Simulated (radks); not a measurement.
Question: The mean radii <r> (bohr) of the occupied orbitals of an atom or ion are listed with their occupations. Method: Dirac Kohn-Sham, LDA (Slater exchange, Perdew-Wang correlation), spin-unpolarised, spherical densities, point nucleus; computed with a radial shooting solver on a logarithmic mesh with Libxc functionals.

| orbital | occ. | <r> |
|---|---|---|
| 1s1/2 | 2 | 0.04414 |
| 2s1/2 | 2 | 0.1960 |
| 2p1/2 | 2 | 0.1686 |
| 2p3/2 | 4 | 0.1724 |
| 3s1/2 | 2 | 0.5751 |
| 3p1/2 | 2 | 0.5831 |
| 3p3/2 | 4 | 0.5937 |
| 3d3/2 | 4 | 0.6278 |
| 3d5/2 | 6 | 0.6322 |
| 4s1/2 | 2 | 1.740 |
| 4p1/2 | 1 | 2.089 |
| 4p3/2 | 2 | 2.127 |

Name the element and its charge. Open shells, if any, are shared by 2j + 1.

Answer: Z = 34, selenium, charge +1: Se+ in [Ar] 3d10 4s2 4p3. The 1s radius gives Z: for a bare nucleus <r> = (2 gamma + 1)/(2Z) with gamma = sqrt(1 - (Z/c)^2), 0.0432 bohr for Z = 34, and screening makes it slightly larger (0.04414 here). The occupations add up to 33, and the charge is Z minus that.
